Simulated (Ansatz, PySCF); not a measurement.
Molecule: SnF, charge 0, multiplicity 2. 
Structure (B3LYP-D3(BJ)/def2-TZVP (Ansatz, a quantum-chemistry and plane-wave program) minimum search):
SMILES: [F][Sn]
```xyz
2

Sn     0.0000     0.0000    -0.2995
F      0.0000     0.0000     1.6641
```
Charge 0, spin multiplicity 2.

Dipole moments at this geometry, in debye (magnitudes).

| level | program | dipole (D) |
|---|---|---|
| SVWN5/def2-TZVPD | PySCF | 2.62 |
| BP86/def2-TZVPD | PySCF | 2.56 |
| TPSS/def2-TZVPD | PySCF | 2.56 |
| B3LYP/def2-TZVPD | Ansatz | 2.81 |
| PBE0/def2-TZVPD | Ansatz | 2.77 |
| BHLYP/def2-TZVPD | Ansatz | 2.99 |
| TPSSh/def2-TZVPD | PySCF | 2.64 |
| r2SCAN0/def2-TZVPD | Ansatz | 2.80 |
| PW6B95/def2-TZVPD | PySCF | 2.86 |
| M06-2X/def2-TZVPD | PySCF | 3.02 |
| LC-wPBE/def2-TZVPD | Ansatz | 2.81 |
| wB97X-V/def2-TZVPD | Ansatz | 2.81 |
| CCSD(T)/def2-SVPD | Ansatz | 2.88 |
